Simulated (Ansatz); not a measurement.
`OB(O)O[Si](Cl)(Cl)Cl` + `CCS` → `CCSB(O)O` + `O[Si](Cl)(Cl)Cl`  (ligand exchange at a B–O bond)

Isolated molecules relaxed with PBE0-D4/def2-TZVP in Ansatz; ΔE leaves out vibrations. CCSD(T)/CBS adds triple-zeta CCSD(T) − MP2 to the extrapolated MP2 energy (def2 sets, frozen cores). One conformer a species, not always the lowest.

| species | HF/CBS(def2) energy (Eh) |
| --- | --- |
| `OB(O)O[Si](Cl)(Cl)Cl` | -1918.50305 |
| `CCS` | -476.81954 |
| `CCSB(O)O` | -652.04572 |
| `O[Si](Cl)(Cl)Cl` | -1743.24362 |

**Question.** Work out ΔE.

**Answer.** ΔE = (-652.04572) + (-1743.24362) − (-1918.50305) − (-476.81954) = 0.03325 Eh = +20.9 kcal/mol. CCSD(T)/CBS gives +14.7 kcal/mol.

Largest T1 diagnostic among the species: 0.012.

From PBE to PBE0 (25 % exact exchange), in def2-TZVPP and without D4, ΔE moves by +1.5 kcal/mol. In def2-TZVPP, CCSD(T) changes the Hartree–Fock value by −5.1 kcal/mol (the triples alone add −1.1 kcal/mol) and MP2 by −6.5 kcal/mol.
